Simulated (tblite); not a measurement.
C10H8Si.
InChI=1S/C10H8Si/c1-2-8-4-3-5-10-9(8)6-7-11-10/h1,3-7H,11H2

Computed values, GFN2-xTB/tblite, gas phase, harmonic and unscaled. The method is semi-empirical: single wavenumbers can be off by several per cent or more. Modes of hydrogen on silicon can be 10 to 20 % off.

Harmonic wavenumbers (cm⁻¹): 83.8, 113.4, 153.3, 164.1, 291.8, 294.7, 326.8, 397.8, 419.9, 453.2, 472.2, 477.1, 528.0, 543.4, 554.2, 607.7, 640.1, 659.6, 671.6, 683.9, 758.1, 777.6, 782.8, 801.4, 837.2, 873.0, 897.9, 916.2, 922.9, 1092.9, 1110.9, 1159.1, 1190.0, 1231.5, 1240.4, 1296.2, 1339.1, 1404.8, 1445.8, 1558.2, 1567.7, 1593.5, 2243.4, 2248.6, 2252.0, 3061.1, 3065.5, 3074.3, 3085.5, 3092.9, 3393.7.

A = 1608, B = 877.3, C = 571.4 MHz; mass 156.040 u (most abundant isotopes); point group Cs, symmetry number 1.

What is the zero-point energy?

Half the sum of the wavenumbers: 29425 cm⁻¹ = 352.00 kJ/mol.

Entropy at 200 K, 1 bar (ideal gas, RRHO, classical rotation)?

Translation 163.54, rotation 122.08, vibration 61.81: S = 347.4 J/(mol K).

And Cp and H(200 K) − H(0)?

Cp = 124.42 J/(mol K), of which vibrations give 91.16 (their classical limit is 51 R = 424.0); H(200 K) − H(0) = 14.27 kJ/mol without the zero-point energy, 7.62 from vibrations.

What must be added to the electronic energy to get the Gibbs energy at 200 K and 1 bar?

ZPE + [H(200 K) − H(0)] − T·S = 352.00 + 14.27 − 69.49 = 296.78 kJ/mol.

Blend soft modes into free rotors: weight 1/[1 + (100 cm⁻¹/ν̃)⁴] for the oscillator and the rest for a rotor with moment μB/(μ + B), μ = h/(8π²ν), B = 10⁻⁴⁴ kg m². What vibrational entropy results?

60.87 J/(mol K) in place of 61.81, which changes −T·S at 200 K by +0.19 kJ/mol.

Hindered rotation and anharmonicity are outside this model.

The run took 0.82 s wall on one thread, Arm Neoverse V2 (aarch64), no GPU (shared host). This covers the Hessian and the dipole derivatives.
